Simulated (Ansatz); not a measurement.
`ClC(Br)Br` + H₂ → `BrCBr` + HCl at 298.15 K and 1 bar (hydrogenolysis of a C–Cl bond).

Computed with Ansatz on PBE0-D4/def2-TZVP structures; ΔE is electronic, products minus reactants. CCSD(T)/CBS adds triple-zeta CCSD(T) − MP2 to the extrapolated MP2 energy (def2 sets, frozen cores). This one scheme is used for every species. For Br outer-core shells are correlated without core-valence functions, which leaves a few kJ/mol of doubt a bond. Scalar relativity is left out up to krypton.

```
    species  CCSD(T)/CBS energy (Eh)  H − E (kJ/mol)  S (J/(mol·K))
`ClC(Br)Br`              -5645.05041            64.6          328.0
         H₂                 -1.17544            35.1          130.4
    `BrCBr`              -5185.88409            86.8          293.1
        HCl               -460.38127            26.6          186.8
```

H − E and S are ideal-gas, rigid-rotor, harmonic terms from PBE0-D4/def2-TZVP. The MP2-based limit puts H₂ 0.8 mEh under its directly extrapolated value; such offsets cancel only in part. 1 Eh = 2625.50 kJ/mol, R = 8.31446 J/(mol·K).

**Question.** By hand: ΔE, ΔH, ΔS and ΔG.

**Answer.** ΔE = (-5185.88409) + (-460.38127) − (-5645.05041) − (-1.17544) = -0.03951 Eh = -103.7 kJ/mol. Δ(H − E) = 86.8 + 26.6 − 64.6 − 35.1 = 13.7, so ΔH = -90.0 kJ/mol. ΔS = 293.1 + 186.8 − 328.0 − 130.4 = 21.5 J/(mol·K). ΔG = -90.0 − 298.15 × (21.5)/1000 = -96.4 kJ/mol.

**Question.** By hand: the equilibrium constant, and the temperature at which ΔG would vanish if ΔH and ΔS stayed fixed.

**Answer.** log₁₀ K = −ΔG/(RT ln 10) = 16.9. ΔH and −TΔS have one sign here, so there is no such temperature.

ΔH outweighs TΔS. A doubt of 5 kJ/mol in ΔE shifts log₁₀ K by 0.9 here. These are equilibria of isolated gas molecules and say nothing of rates. Largest T1 diagnostic: 0.008 (customary marks: 0.02 for closed shells, 0.045 for open ones).
